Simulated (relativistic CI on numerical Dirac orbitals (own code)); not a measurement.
**What each ingredient does to the levels of Ga XXVII**

Base calculation: Dirac-Coulomb-Breit CI, separate exchange-only KLI orbitals for each configuration, model QED, unscaled Slater integrals.

CI space (outside the closed core 1s2): 2s²2p, 2s2p², 2p³, 2p²3s, 2p²3p, 2p²3d, 2s²3s, 2s²3p, 2s²3d, 2s2p3s, 2s2p3p, 2s2p3d, 2s²4s, 2s²4p, 2s²4d, 2s²4f. Levels of other configurations are missing.

Variants: (1) Breit term removed; (2) one mean potential for all configurations. Shifts of the energy above 2s²2p ²P°1/2, in cm⁻¹, for the lowest level and the first level of each name with at least 55 % of one term (blank where a level changes its place among those of its configuration and J or its character, or is not in the variant):

```csv
Level,Base,Δ(1),Δ(2)
2s²2p ²P°1/2,0,0,0
2s²2p ²P°3/2,256019,+7139,+141
2s2p² ⁴P1/2,540030,-5927,+146
2s2p² ⁴P3/2,680640,-1003,+153
2s2p² ⁴P5/2,777530,+5696,+158
2s2p² ²D3/2,1035390,+1893,+168
2s2p² ²D5/2,1119718,+6754,+170
2s2p² ²P1/2,1138885,-3838,+131
2s2p² ²S1/2,1411644,+2394,+104
2s2p² ²P3/2,1425912,+6490,+152
2p³ ⁴S°3/2,1707440,-4802,+680
2p³ ²D°3/2,1916344,-3172,+753
2p³ ²D°5/2,1984186,+3932,+765
2p³ ²P°1/2,2160000,-3402,+685
```

At this charge energies of transitions that change n are usually good to better than 1 %, and those within a shell (Δn = 0) to a few per cent.

Ionisation energy from the two ground configurations alone: base 2685.85 eV; Breit term removed 2687.73 eV. The NIST ASD value (semi-empirical) is 2683 eV.

LS names give the leading component of a level, which can be under half, so a name can repeat, a term be missing and a line seem to break the LS rules.
